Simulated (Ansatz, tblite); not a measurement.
Removing and adding an electron: Si₉GeH₁₆, an alloyed cluster cut from the lattice of silicon (1 Ge, core). Charge 0, multiplicity 1. Geometry: r2SCAN-D4/def2-SVP. Ansatz, gas phase; energy differences of separate SCF runs; the oxidised species was run as a doublet alone; the reduced species was run as a doublet alone.

```xyz
26

Si   -0.916    1.028    1.920
Si   -1.048   -2.087   -0.354
Si    2.319   -0.325    0.309
Ge   -0.357    1.391   -1.885
Si    1.395    0.701    2.213
Si    1.263   -2.396   -0.047
Si   -1.951   -1.053    1.556
Si   -1.278    2.422    0.064
Si   -1.416   -0.722   -2.230
Si    1.987    1.054   -1.564
H    -1.490    1.660    3.154
H    -1.706   -3.421   -0.556
H     3.788   -0.546    0.527
H    -0.589    2.297   -3.112
H     1.627   -0.170    3.411
H     2.065    2.020    2.452
H     1.493   -3.284    1.138
H     1.849   -3.061   -1.255
H    -1.733   -1.933    2.749
H    -3.426   -0.859    1.376
H    -2.747    2.644   -0.130
H    -0.626    3.751    0.289
H    -2.886   -0.521   -2.435
H    -0.854   -1.374   -3.456
H     2.663    2.374   -1.354
H     2.575    0.411   -2.782
```

The xTB rows come from tblite. HOMO above LUMO, or a gap near zero within one spin, warns that the state may not be the lowest or that an electron is smeared out.

Q: Estimate orbital energies and vertical ionisation energies and electron affinities at: GFN1-xTB; GFN2-xTB; PBE-D4/def2-SVP; PBE0-D4/def2-SVP.

A: 
```tsv
level	−HOMO (eV)	vertical IE (eV)	−LUMO (eV)	vertical EA (eV)	HOMO–LUMO gap (eV)	IE − EA (eV)	remarks
GFN1-xTB	11.28	12.82	8.19	–	3.10	–	–
GFN2-xTB	9.10	10.84	5.84	4.01	3.26	6.82	–
PBE-D4/def2-SVP	6.73	8.63	1.72	0.06	5.01	8.57	HOMO above zero (-1 doublet), gap within one spin near zero (+1 doublet)
PBE0-D4/def2-SVP	7.79	9.15	1.05	-0.07	6.74	9.22	HOMO above zero (-1 doublet)
```

Relaxing the oxidised species (r2SCAN-D4/def2-SVP) changes its energy by -0.29 eV at PBE-D4/def2-SVP, so the adiabatic ionisation energy to this nearest minimum is 8.33 eV. At PBE0-D4/def2-SVP it is 8.60 eV.     A HOMO above zero means that the electron is unbound at that level or that self-interaction error raises the level; the energy of removing that electron tells which. Raw xTB energy differences between charge states are shifted by several eV; the methods need an empirical correction for them. Sets without diffuse functions give affinities that are too small. A negative affinity means that the extra electron isn't bound; its size then hangs on the basis.
